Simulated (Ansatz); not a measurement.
A short molecular-dynamics run on `C[S][In]([CH3])[F]`.

```yaml
crystal:
  periodic: [false, false, false]
  atoms:
    - {symbol: C, position_ang: [-1.600226, 0.375953, 1.542177]}
    - {symbol: S, position_ang: [-0.869671, 1.833451, 0.728289]}
    - {symbol: In, position_ang: [0.702161, 0.839810, -0.733116]}
    - {symbol: C, position_ang: [1.300425, -1.156855, -1.181317]}
    - {symbol: F, position_ang: [1.632474, 2.246135, -1.733409]}
    - {symbol: H, position_ang: [-2.351989, 0.757451, 2.233228]}
    - {symbol: H, position_ang: [-2.093420, -0.284083, 0.829777]}
    - {symbol: H, position_ang: [-0.861077, -0.183330, 2.114266]}
    - {symbol: H, position_ang: [1.616794, -1.664476, -0.270289]}
    - {symbol: H, position_ang: [2.125975, -1.118867, -1.890401]}
    - {symbol: H, position_ang: [0.463854, -1.701988, -1.618605]}
basis:
  gaussian: {orbitals: def2-SVP}
hamiltonian: {xc: {name: BLYP}, dispersion: d3bj}
md: {timestep: 1 fs, n_steps: 50, ensemble: nvt_langevin, temperature: 1500, initial_velocities: maxwell_boltzmann, friction: 0.01, seed: 21}
```

```sh
$ ansatz run in.yaml --threads 4 --pin off --events-out ev --progress --plain --max-ram 10444MiB
```

```json
{"step": "0", "time (fs)": "0.0", "potential energy (eV)": "-20889.6007", "kinetic (eV)": "1.9389", "T (K)": "1364", "conserved (eV)": "–"}
{"step": "1", "time (fs)": "1.0", "potential energy (eV)": "-20889.5117", "kinetic (eV)": "1.9230", "T (K)": "1352", "conserved (eV)": "–"}
{"step": "2", "time (fs)": "2.0", "potential energy (eV)": "-20889.3229", "kinetic (eV)": "1.7830", "T (K)": "1254", "conserved (eV)": "–"}
{"step": "3", "time (fs)": "3.0", "potential energy (eV)": "-20889.1479", "kinetic (eV)": "1.5826", "T (K)": "1113", "conserved (eV)": "–"}
{"step": "4", "time (fs)": "4.0", "potential energy (eV)": "-20889.0034", "kinetic (eV)": "1.4115", "T (K)": "993", "conserved (eV)": "–"}
{"step": "5", "time (fs)": "5.0", "potential energy (eV)": "-20888.8314", "kinetic (eV)": "1.2063", "T (K)": "848", "conserved (eV)": "–"}
{"step": "6", "time (fs)": "6.0", "potential energy (eV)": "-20888.6546", "kinetic (eV)": "0.9918", "T (K)": "698", "conserved (eV)": "–"}
{"step": "7", "time (fs)": "7.0", "potential energy (eV)": "-20888.5362", "kinetic (eV)": "0.9449", "T (K)": "665", "conserved (eV)": "–"}
{"step": "8", "time (fs)": "8.0", "potential energy (eV)": "-20888.5176", "kinetic (eV)": "0.9719", "T (K)": "684", "conserved (eV)": "–"}
{"step": "9", "time (fs)": "9.0", "potential energy (eV)": "-20888.6305", "kinetic (eV)": "1.1420", "T (K)": "803", "conserved (eV)": "–"}
{"step": "10", "time (fs)": "10.0", "potential energy (eV)": "-20888.7067", "kinetic (eV)": "1.1933", "T (K)": "839", "conserved (eV)": "–"}
{"step": "11", "time (fs)": "11.0", "potential energy (eV)": "-20888.6748", "kinetic (eV)": "1.2501", "T (K)": "879", "conserved (eV)": "–"}
{"step": "12", "time (fs)": "12.0", "potential energy (eV)": "-20888.6638", "kinetic (eV)": "1.2460", "T (K)": "876", "conserved (eV)": "–"}
{"step": "13", "time (fs)": "13.0", "potential energy (eV)": "-20888.7104", "kinetic (eV)": "1.1893", "T (K)": "836", "conserved (eV)": "–"}
{"step": "14", "time (fs)": "14.0", "potential energy (eV)": "-20888.7253", "kinetic (eV)": "1.2332", "T (K)": "867", "conserved (eV)": "–"}
{"step": "15", "time (fs)": "15.0", "potential energy (eV)": "-20888.6643", "kinetic (eV)": "1.1692", "T (K)": "822", "conserved (eV)": "–"}
{"step": "16", "time (fs)": "16.0", "potential energy (eV)": "-20888.5797", "kinetic (eV)": "1.0924", "T (K)": "768", "conserved (eV)": "–"}
{"step": "17", "time (fs)": "17.0", "potential energy (eV)": "-20888.5297", "kinetic (eV)": "1.0748", "T (K)": "756", "conserved (eV)": "–"}
{"step": "18", "time (fs)": "18.0", "potential energy (eV)": "-20888.5765", "kinetic (eV)": "1.1320", "T (K)": "796", "conserved (eV)": "–"}
{"step": "19", "time (fs)": "19.0", "potential energy (eV)": "-20888.7158", "kinetic (eV)": "1.2880", "T (K)": "906", "conserved (eV)": "–"}
{"step": "20", "time (fs)": "20.0", "potential energy (eV)": "-20888.8477", "kinetic (eV)": "1.5679", "T (K)": "1103", "conserved (eV)": "–"}
{"step": "21", "time (fs)": "21.0", "potential energy (eV)": "-20888.8502", "kinetic (eV)": "1.4922", "T (K)": "1049", "conserved (eV)": "–"}
{"step": "22", "time (fs)": "22.0", "potential energy (eV)": "-20888.7410", "kinetic (eV)": "1.3914", "T (K)": "979", "conserved (eV)": "–"}
{"step": "23", "time (fs)": "23.0", "potential energy (eV)": "-20888.7191", "kinetic (eV)": "1.3335", "T (K)": "938", "conserved (eV)": "–"}
{"step": "24", "time (fs)": "24.0", "potential energy (eV)": "-20888.8764", "kinetic (eV)": "1.5395", "T (K)": "1083", "conserved (eV)": "–"}
{"step": "25", "time (fs)": "25.0", "potential energy (eV)": "-20888.9866", "kinetic (eV)": "1.6634", "T (K)": "1170", "conserved (eV)": "–"}
{"step": "26", "time (fs)": "26.0", "potential energy (eV)": "-20888.8976", "kinetic (eV)": "1.5536", "T (K)": "1093", "conserved (eV)": "–"}
{"step": "27", "time (fs)": "27.0", "potential energy (eV)": "-20888.7053", "kinetic (eV)": "1.3496", "T (K)": "949", "conserved (eV)": "–"}
{"step": "28", "time (fs)": "28.0", "potential energy (eV)": "-20888.5906", "kinetic (eV)": "1.2022", "T (K)": "845", "conserved (eV)": "–"}
{"step": "29", "time (fs)": "29.0", "potential energy (eV)": "-20888.6284", "kinetic (eV)": "1.3167", "T (K)": "926", "conserved (eV)": "–"}
{"step": "30", "time (fs)": "30.0", "potential energy (eV)": "-20888.7546", "kinetic (eV)": "1.3787", "T (K)": "970", "conserved (eV)": "–"}
{"step": "31", "time (fs)": "31.0", "potential energy (eV)": "-20888.8715", "kinetic (eV)": "1.4517", "T (K)": "1021", "conserved (eV)": "–"}
{"step": "32", "time (fs)": "32.0", "potential energy (eV)": "-20888.9016", "kinetic (eV)": "1.3759", "T (K)": "968", "conserved (eV)": "–"}
{"step": "33", "time (fs)": "33.0", "potential energy (eV)": "-20888.8357", "kinetic (eV)": "1.3856", "T (K)": "975", "conserved (eV)": "–"}
{"step": "34", "time (fs)": "34.0", "potential energy (eV)": "-20888.7638", "kinetic (eV)": "1.3485", "T (K)": "948", "conserved (eV)": "–"}
{"step": "35", "time (fs)": "35.0", "potential energy (eV)": "-20888.8266", "kinetic (eV)": "1.4740", "T (K)": "1037", "conserved (eV)": "–"}
{"step": "36", "time (fs)": "36.0", "potential energy (eV)": "-20888.8970", "kinetic (eV)": "1.6044", "T (K)": "1128", "conserved (eV)": "–"}
{"step": "37", "time (fs)": "37.0", "potential energy (eV)": "-20888.7929", "kinetic (eV)": "1.7781", "T (K)": "1251", "conserved (eV)": "–"}
{"step": "38", "time (fs)": "38.0", "potential energy (eV)": "-20888.5835", "kinetic (eV)": "1.5567", "T (K)": "1095", "conserved (eV)": "–"}
{"step": "39", "time (fs)": "39.0", "potential energy (eV)": "-20888.4619", "kinetic (eV)": "1.4069", "T (K)": "989", "conserved (eV)": "–"}
{"step": "40", "time (fs)": "40.0", "potential energy (eV)": "-20888.5199", "kinetic (eV)": "1.4460", "T (K)": "1017", "conserved (eV)": "–"}
{"step": "41", "time (fs)": "41.0", "potential energy (eV)": "-20888.6761", "kinetic (eV)": "1.4991", "T (K)": "1054", "conserved (eV)": "–"}
{"step": "42", "time (fs)": "42.0", "potential energy (eV)": "-20888.8112", "kinetic (eV)": "1.8127", "T (K)": "1275", "conserved (eV)": "–"}
{"step": "43", "time (fs)": "43.0", "potential energy (eV)": "-20888.8405", "kinetic (eV)": "1.8314", "T (K)": "1288", "conserved (eV)": "–"}
{"step": "44", "time (fs)": "44.0", "potential energy (eV)": "-20888.7754", "kinetic (eV)": "1.8857", "T (K)": "1326", "conserved (eV)": "–"}
{"step": "45", "time (fs)": "45.0", "potential energy (eV)": "-20888.7581", "kinetic (eV)": "2.0174", "T (K)": "1419", "conserved (eV)": "–"}
{"step": "46", "time (fs)": "46.0", "potential energy (eV)": "-20888.9474", "kinetic (eV)": "2.2415", "T (K)": "1576", "conserved (eV)": "–"}
{"step": "47", "time (fs)": "47.0", "potential energy (eV)": "-20889.0653", "kinetic (eV)": "2.3261", "T (K)": "1636", "conserved (eV)": "–"}
{"step": "48", "time (fs)": "48.0", "potential energy (eV)": "-20888.9187", "kinetic (eV)": "2.1291", "T (K)": "1497", "conserved (eV)": "–"}
{"step": "49", "time (fs)": "49.0", "potential energy (eV)": "-20888.6733", "kinetic (eV)": "1.9183", "T (K)": "1349", "conserved (eV)": "–"}
{"step": "50", "time (fs)": "50.0", "potential energy (eV)": "-20888.5059", "kinetic (eV)": "1.7458", "T (K)": "1228", "conserved (eV)": "–"}
```

Velocities are drawn at the set temperature; a run this short doesn't reach equilibrium.

Frames (Å, forces in eV/Å):

```xyz
11
time=0.0 fs
C    -1.600    0.376    1.542   -0.030   -0.094    0.035
S    -0.870    1.833    0.728   -0.254    0.989    0.177
In    0.702    0.840   -0.733    0.004   -0.338    0.020
C     1.300   -1.157   -1.181    0.039   -0.170   -0.025
F     1.632    2.246   -1.733    0.396    0.607   -0.428
H    -2.352    0.757    2.233   -0.392    0.164    0.364
H    -2.093   -0.284    0.830   -0.268   -0.378   -0.343
H    -0.861   -0.183    2.114    0.359   -0.328    0.311
H     1.617   -1.664   -0.270    0.160   -0.236    0.472
H     2.126   -1.119   -1.890    0.420    0.036   -0.360
H     0.464   -1.702   -1.619   -0.435   -0.253   -0.223
11
time=3.0 fs
C    -1.617    0.354    1.557   -1.101   -0.475   -1.283
S    -0.861    1.801    0.730   -0.690    1.523    0.413
In    0.697    0.839   -0.729    0.920    0.410   -1.030
C     1.302   -1.163   -1.224   -2.042   -0.001    0.661
F     1.657    2.308   -1.736   -0.187   -0.223    0.219
H    -2.447    0.672    2.216    0.092    0.284   -0.004
H    -2.106   -0.295    0.734    0.878    0.212    1.347
H    -0.817   -0.050    2.171    0.059   -1.030    0.237
H     1.663   -1.472   -0.258   -0.209   -0.784    1.210
H     2.211   -1.198   -1.779    0.609   -0.066   -1.740
H     0.311   -1.671   -1.514    1.670    0.150   -0.029
11
time=6.0 fs
C    -1.649    0.324    1.566    1.243    0.142    1.347
S    -0.858    1.775    0.730   -1.145    1.651    0.718
In    0.691    0.841   -0.723    1.480    0.975   -1.875
C     1.287   -1.166   -1.257    1.728    0.624    1.648
F     1.680    2.362   -1.733   -0.550   -0.771    0.629
H    -2.524    0.603    2.217    0.571    0.340   -0.319
H    -2.068   -0.278    0.747    0.374   -0.911    0.366
H    -0.758   -0.004    2.265   -1.952   -0.571   -1.226
H     1.696   -1.307   -0.207   -0.834   -0.775   -0.352
H     2.285   -1.285   -1.798   -1.676    0.047   -0.554
H     0.286   -1.609   -1.425    0.760   -0.750   -0.383
11
time=9.0 fs
C    -1.680    0.302    1.577    1.367    0.646    0.536
S    -0.858    1.752    0.731   -1.423    1.619    1.064
In    0.686    0.842   -0.719    1.798    1.244   -2.463
C     1.277   -1.175   -1.273    2.482    1.433    2.304
F     1.709    2.405   -1.724   -0.794   -1.150    0.875
H    -2.572    0.550    2.166   -0.109    0.652    0.120
H    -2.003   -0.318    0.766   -0.076   -1.364   -0.382
H    -0.854   -0.020    2.259   -0.791   -0.785   -0.309
H     1.682   -1.203   -0.186   -0.564   -1.061   -1.022
H     2.206   -1.347   -1.887   -1.248    0.089   -0.229
H     0.304   -1.604   -1.350   -0.643   -1.322   -0.494
11
time=12.0 fs
C    -1.707    0.293    1.600   -0.208   -0.145   -3.604
S    -0.866    1.734    0.736   -1.454    1.289    1.393
In    0.682    0.844   -0.717    1.828    1.451   -2.771
C     1.279   -1.170   -1.282   -2.663    0.543    1.469
F     1.733    2.441   -1.710   -0.959   -1.400    1.002
H    -2.623    0.548    2.087   -0.940    0.745    0.571
H    -1.935   -0.438    0.773   -0.072    0.146    0.729
H    -0.999   -0.109    2.235    1.626   -1.229    1.980
H     1.638   -1.161   -0.256    0.758   -1.345    0.597
H     2.014   -1.394   -2.011    0.851   -0.135   -1.120
H     0.263   -1.688   -1.304    1.233    0.079   -0.245
11
time=15.0 fs
C    -1.733    0.287    1.594    0.347   -1.749    0.006
S    -0.876    1.718    0.745   -1.368    1.012    1.507
In    0.680    0.852   -0.717    1.821    1.377   -2.779
C     1.264   -1.165   -1.288   -1.709   -0.569   -1.372
F     1.747    2.469   -1.695   -1.050   -1.542    1.046
H    -2.749    0.611    2.040    1.431   -0.268   -0.455
H    -1.898   -0.526    0.817   -0.331    0.683    0.556
H    -1.028   -0.259    2.345   -1.108    1.148   -0.551
H     1.645   -1.203   -0.286    1.421   -1.278    0.738
H     1.871   -1.456   -2.220   -0.362    0.692    1.448
H     0.284   -1.757   -1.261    0.907    0.494   -0.144
11
time=18.0 fs
C    -1.752    0.269    1.584    0.434   -1.056    1.704
S    -0.890    1.705    0.759   -1.043    0.778    1.366
In    0.678    0.861   -0.718    1.881    1.140   -2.429
C     1.239   -1.151   -1.304    1.265   -0.973    0.187
F     1.759    2.489   -1.679   -1.116   -1.640    1.044
H    -2.764    0.697    1.983    1.559   -0.841   -0.458
H    -1.899   -0.546    0.860   -0.567    0.047   -0.318
H    -1.108   -0.335    2.432   -1.315    1.844   -1.352
H     1.763   -1.370   -0.274    0.053   -0.181   -1.965
H     1.751   -1.462   -2.334   -0.322    1.024    2.176
H     0.368   -1.802   -1.249   -0.829   -0.142    0.045
11
time=21.0 fs
C    -1.766    0.248    1.589    0.817    0.519   -0.296
S    -0.907    1.695    0.778   -0.481    0.615    0.985
In    0.680    0.867   -0.717    1.825    1.079   -1.915
C     1.216   -1.139   -1.325    1.063   -1.531    3.237
F     1.767    2.505   -1.654   -1.139   -1.691    0.997
H    -2.664    0.754    1.899   -0.986   -0.080    0.487
H    -1.949   -0.533    0.886   -0.645   -0.784   -1.117
H    -1.263   -0.267    2.409    0.535    0.376    0.667
H     1.937   -1.556   -0.417   -1.111    1.040   -2.145
H     1.601   -1.402   -2.287    1.009    0.372   -1.138
H     0.391   -1.851   -1.223   -0.888    0.086    0.238
11
time=24.0 fs
C    -1.776    0.232    1.603   -0.732    0.876   -3.514
S    -0.929    1.688    0.795    0.026    0.527    0.585
In    0.683    0.872   -0.715    1.748    1.172   -1.364
C     1.198   -1.133   -1.322    1.176   -2.403    1.405
F     1.770    2.515   -1.632   -1.139   -1.696    0.935
H    -2.638    0.811    1.837   -1.613    0.047    0.606
H    -2.030   -0.549    0.849    0.045    0.133    0.362
H    -1.370   -0.152    2.465    1.685   -1.062    2.447
H     2.044   -1.682   -0.701   -1.079    1.408   -0.622
H     1.519   -1.307   -2.343    0.208    0.504   -0.919
H     0.372   -1.868   -1.180   -0.324    0.494    0.079
11
time=27.0 fs
C    -1.796    0.225    1.604   -1.183    0.369    0.791
S    -0.952    1.681    0.815    0.225    0.430    0.179
In    0.688    0.877   -0.715    1.672    1.332   -0.893
C     1.187   -1.130   -1.306    0.095   -1.564   -2.607
F     1.766    2.526   -1.618   -1.122   -1.676    0.888
H    -2.728    0.856    1.820    0.426   -1.268    0.157
H    -2.112   -0.579    0.825    0.709    0.749    1.455
H    -1.356   -0.081    2.675   -0.581    0.131   -2.335
H     2.069   -1.718   -1.018    0.473    0.443    1.057
H     1.414   -1.191   -2.460   -0.852    0.549    1.375
H     0.327   -1.831   -1.124    0.139    0.507   -0.066
11
time=30.0 fs
C    -1.831    0.215    1.614   -0.270    1.408    2.054
S    -0.974    1.678    0.839    0.197    0.231   -0.100
In    0.692    0.884   -0.718    1.516    1.395   -0.486
C     1.171   -1.140   -1.309   -0.014   -0.268   -2.726
F     1.753    2.532   -1.608   -1.061   -1.591    0.831
H    -2.782    0.777    1.801    0.062   -0.581    0.303
H    -2.134   -0.578    0.917    0.547   -0.548    0.158
H    -1.382   -0.007    2.706   -0.701   -0.198   -2.404
H     2.110   -1.711   -1.247    0.277    0.163    1.273
H     1.256   -1.048   -2.472   -0.868    0.106    1.177
H     0.269   -1.739   -1.060    0.314   -0.116   -0.080
11
time=33.0 fs
C    -1.870    0.211    1.636   -0.794    1.859   -1.856
S    -0.994    1.674    0.859    0.104    0.134   -0.390
In    0.697    0.890   -0.722    1.311    1.447   -0.003
C     1.157   -1.143   -1.328    0.539   -0.474   -1.231
F     1.737    2.527   -1.593   -0.935   -1.386    0.718
H    -2.834    0.684    1.781   -0.791    0.231    0.560
H    -2.120   -0.634    1.018    0.505   -0.997   -0.586
H    -1.401    0.062    2.551    1.019   -0.992    2.100
H     2.162   -1.734   -1.367   -1.458    0.928    0.945
H     1.035   -0.902   -2.410   -0.324   -0.330   -0.115
H     0.214   -1.643   -0.984    0.823   -0.420   -0.141
11
time=36.0 fs
C    -1.920    0.210    1.650   -0.352    0.610   -0.793
S    -1.007    1.672    0.880   -0.147    0.039   -0.625
In    0.700    0.898   -0.727    1.061    1.358    0.435
C     1.142   -1.146   -1.357   -1.228    1.017   -0.594
F     1.719    2.516   -1.570   -0.742   -1.074    0.553
H    -2.947    0.615    1.810    0.361   -0.038    0.451
H    -2.095   -0.732    1.084    0.597    0.195   -0.179
H    -1.315    0.084    2.538   -0.252   -0.621    0.858
H     2.109   -1.684   -1.411   -0.291    0.217    0.340
H     0.777   -0.789   -2.343    0.407   -0.852   -0.598
H     0.224   -1.575   -0.910    0.587   -0.851    0.153
11
time=39.0 fs
C    -1.974    0.207    1.653    2.364   -0.662    1.602
S    -1.024    1.669    0.902   -0.299   -0.007   -0.823
In    0.704    0.904   -0.736    0.615    0.972    0.757
C     1.116   -1.151   -1.401   -5.004    2.841   -0.266
F     1.703    2.499   -1.531   -0.442   -0.590    0.306
H    -3.024    0.539    1.872    0.675   -0.038    0.213
H    -2.016   -0.805    1.134    0.203    1.029   -0.002
H    -1.202    0.087    2.589   -2.532   -0.212   -1.405
H     2.027   -1.618   -1.434    2.713   -1.190   -0.345
H     0.548   -0.767   -2.320    1.187   -1.431   -0.088
H     0.288   -1.579   -0.803    0.520   -0.711    0.051
11
time=42.0 fs
C    -2.014    0.199    1.663    2.978   -0.448    1.036
S    -1.041    1.658    0.920   -0.321    0.029   -0.842
In    0.709    0.908   -0.744   -0.044    0.299    0.945
C     1.065   -1.144   -1.441   -1.069    0.005    1.200
F     1.685    2.479   -1.489   -0.032    0.065    0.009
H    -3.039    0.454    1.940   -0.252    0.364    0.106
H    -1.957   -0.798    1.186   -0.190    0.261   -0.678
H    -1.273    0.070    2.528   -1.626   -0.126   -0.135
H     2.088   -1.624   -1.498   -0.875    0.707   -0.397
H     0.427   -0.867   -2.318    0.736   -1.200   -0.317
H     0.397   -1.647   -0.661    0.695    0.045   -0.927
11
time=45.0 fs
C    -2.036    0.194    1.682   -0.953    1.292   -2.270
S    -1.058    1.640    0.938   -0.280    0.090   -0.500
In    0.712    0.911   -0.749   -0.924   -0.826    1.029
C     1.005   -1.148   -1.464    0.981   -0.877    0.988
F     1.672    2.451   -1.445    0.509    0.919   -0.342
H    -3.088    0.372    1.997    0.217    0.404   -0.531
H    -1.907   -0.733    1.176   -0.345   -1.085   -1.446
H    -1.469    0.013    2.488    2.093   -0.601    4.148
H     2.093   -1.587   -1.592   -1.789    1.106   -0.204
H     0.345   -1.083   -2.364    0.445   -0.688    0.211
H     0.553   -1.717   -0.585    0.048    0.267   -1.084
11
time=48.0 fs
C    -2.059    0.192    1.694    1.547   -1.635    1.535
S    -1.076    1.628    0.957   -0.256    0.150   -0.071
In    0.715    0.913   -0.757   -1.881   -2.036    1.129
C     0.953   -1.161   -1.492   -1.645   -0.403   -0.645
F     1.659    2.427   -1.407    1.098    1.816   -0.691
H    -3.143    0.307    2.014    0.671    0.531   -1.025
H    -1.876   -0.717    1.051   -0.630    0.510    0.298
H    -1.559   -0.106    2.716   -0.488    0.551   -1.413
H     1.956   -1.475   -1.724    1.136    0.165   -0.370
H     0.283   -1.361   -2.449    0.878    0.316    1.859
H     0.683   -1.757   -0.582   -0.430    0.035   -0.606
11
time=50.0 fs
C    -2.071    0.187    1.707    1.825   -2.456    1.805
S    -1.089    1.621    0.966   -0.228    0.166    0.136
In    0.715    0.914   -0.764   -2.550   -2.796    1.282
C     0.911   -1.171   -1.508   -1.435   -0.594   -0.970
F     1.649    2.414   -1.387    1.505    2.413   -0.922
H    -3.167    0.277    1.990    0.723    0.625   -0.981
H    -1.871   -0.696    0.985   -0.705    0.849    1.113
H    -1.610   -0.171    2.836   -0.716    0.926   -2.785
H     1.904   -1.396   -1.833    1.561    0.122   -0.250
H     0.279   -1.546   -2.424    0.379    0.924    1.624
H     0.745   -1.783   -0.605   -0.359   -0.178   -0.054
```

Run time 33 s (4 threads of an Intel Xeon 6975P-C on a shared host); peak host memory 0.17 GiB.
